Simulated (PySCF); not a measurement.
# A series of derivatives of CB(F)F

Parent skeleton `[CH3:1][B:2]([F:3])[F:4]`; one hydrogen on atom 1 is replaced by X. Hydrogens on one atom are averaged.

- shieldings: GIAO PBE0/pcSseg-1
- structure optimised with PBE0-D3(BJ)/def2-SVP
- run in PySCF
- relativity neglected, a single conformation, equivalent nuclei averaged, gas phase

References, each an isolated molecule treated in the same way: 13C, 1H vs TMS; 11B against BF3·OEt2; 19F against CFCl3.

Parent (X = H): C1 -4.1, B2 30.1, F3/F4 -57.7, H(C1) 0.48 ppm. Effects are Δδ = δ(X) − δ(H), positive for deshielding.

(1) Give Δδ (ppm) for X = C2H5, isopropenyl, OiPr, N-pyrrolyl, B(OH)2, BMe2.

(2) Which position responds most, and to which substituents?

## Answers

(1) 
```
          X         SMILES     C1    B2  F3/F4  H(C1)
       C2H5       CCCB(F)F  +20.6  +0.0   -6.9  +0.37
isopropenyl   C=C(C)CB(F)F  +29.7  -3.6  -10.2  +1.27
       OiPr   CC(C)OCB(F)F  +57.8  -0.2   -9.1  +2.97
 N-pyrrolyl  FB(F)Cn1cccc1  +40.1  -1.7   -8.8  +3.09
     B(OH)2    OB(O)CB(F)F   +7.6  -0.5   -3.2  +0.20
       BMe2    CB(C)CB(F)F  +32.3  -1.8   -0.4  +1.23
```

(2) C1: from +7.6 ppm with B(OH)2 to +57.8 ppm with OiPr.

Unscaled 19F shifts against computed CFCl3 carry errors that often reach 10 to 50 ppm.
